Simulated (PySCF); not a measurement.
How the method moves the HOMO and LUMO of `C=C1OC=C1B(F)F`

Species: C4H3BF2O.
Z-matrix (Å and degrees, PBE0-D3(BJ)/def2-SVP geometry), rows numbered from 1:
```
C 
C   1  1.3240
O   2  1.4235  1  125.90
C   3  1.3611  2   86.09  1   179.56
C   4  1.3642  3   98.79  2     0.05
B   5  1.5211  2  138.84  1     0.70
F   6  1.3239  5  121.77  2     0.58
F   6  1.3241  5  121.07  2  -179.55
H   1  1.0902  2  119.43  3  -179.95
H   1  1.0912  2  120.57  3     0.17
H   4  1.0914  3  121.28  2  -179.95
```

Basis pcSseg-1 throughout (PySCF), one geometry. Isolated species at its PBE0-D3(BJ)/def2-SVP geometry, gas phase.

How do the orbital energies, the gap and the dipole change with the method?

```csv
method,kind,HOMO (eV),LUMO (eV),gap (eV),μ (D),SCF cycles
KT2,GGA,-6.37,-2.65,3.72,1.52,18
B97-2,global hybrid,-7.24,-1.86,5.38,1.46,14
B3LYP,global hybrid,-7.25,-2.02,5.23,1.44,14
PBE0,global hybrid,-7.49,-1.83,5.66,1.47,14
mPW1PW91,global hybrid,-7.52,-1.85,5.67,1.46,14
HF,Hartree–Fock,-9.70,1.89,11.60,1.39,12
LC-wPBE,range-separated hybrid,-10.08,0.38,10.45,1.30,15
```

The HOMO spans 3.71 eV, from KT2 down to LC-wPBE, and the gap runs from 3.72 eV (KT2) to 11.60 eV (HF). Over the methods KT2 (0 %), B97-2 (21 %), B3LYP (20 %), PBE0 (25 %), mPW1PW91 (25 %), HF (100 %), a straight line through the gap against the share of exact exchange rises by 0.79 eV for each 10 % (correlation coefficient 1.000). The dipole ranges from 1.30 D (LC-wPBE) to 1.52 D (KT2). This basis has no diffuse functions.
